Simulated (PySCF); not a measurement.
Run record: geometry optimisation, `[H][In]([H])[NH2]` (InH2(NH2)).

Computed with PBE0-D3(BJ)/def2-SVP geometry optimisation, gas phase, def2 core potentials past Kr (PySCF 2.14.0). Start geometry: GFN2-xTB. The input is one job of a driver script: a line of settings, then coordinates in Å.

Input:
```
{"job": {"xc": "PBE0", "basis": "def2-SVP", "d3": "d3bj", "grid": 1, "maxiter": 30, "shake": 0.03, "kind": "geom"}, "charge": 0, "multiplicity": 1}
In     0.518360     0.676520    -0.001450
H      2.113280     0.751520     0.324820
H     -0.383520     2.221380    -0.404370
N     -0.527580    -0.926310     0.217200
H     -1.505880    -1.016630    -0.321020
H     -0.151530    -1.802500     0.115540
```

Output:
```
step   0  E = -247.12926430  max force = 0.108883
step   1  E = -247.14899291  max force = 0.010543
step   2  E = -247.15006700  max force = 0.003230
step   3  E = -247.15027241  max force = 0.002721
step   4  E = -247.15043197  max force = 0.001945
step   5  E = -247.15060949  max force = 0.002314
step   6  E = -247.15067489  max force = 0.000829
step   7  E = -247.15070724  max force = 0.000620
step   8  E = -247.15073022  max force = 0.001306
step   9  E = -247.15074229  max force = 0.000907
step  10  E = -247.15074571  max force = 0.000319
optimisation converged
```

Energies in Eh; «max force» is the largest Cartesian gradient component in Eh/bohr.

How much energy does the optimisation release, in eV?

E(step 0) − E(last step) = 0.021481 Eh, which is 0.585 eV.

Give the first gradient maximum in eV/Å.

With 1 Eh/bohr = 51.422 eV/Å, 5.599 eV/Å.

In short: final energy -247.15075 Eh after 10 steps; dipole 0.73 D.

Give the final coordinates.

0.128 Å rms from the input after alignment:
```
atom  x, y, z in Å
In1    0.5031    0.8026    0.0024
H2     2.1714    0.6511    0.3961
H3    -0.4116    2.2122   -0.3695
N4    -0.5384   -0.9250   -0.0209
H5    -1.5238   -1.0002   -0.2436
H6    -0.1376   -1.8367    0.1664
```

How long does this job take on one thread of an Arm Neoverse V2, no GPU, on a shared host? And the peak memory of the process?

About 14 s, with 0.26 GiB resident at the peak, the Python interpreter and its libraries included.
Labels such as C1 count atoms from 1, the log's own numbers from 0.
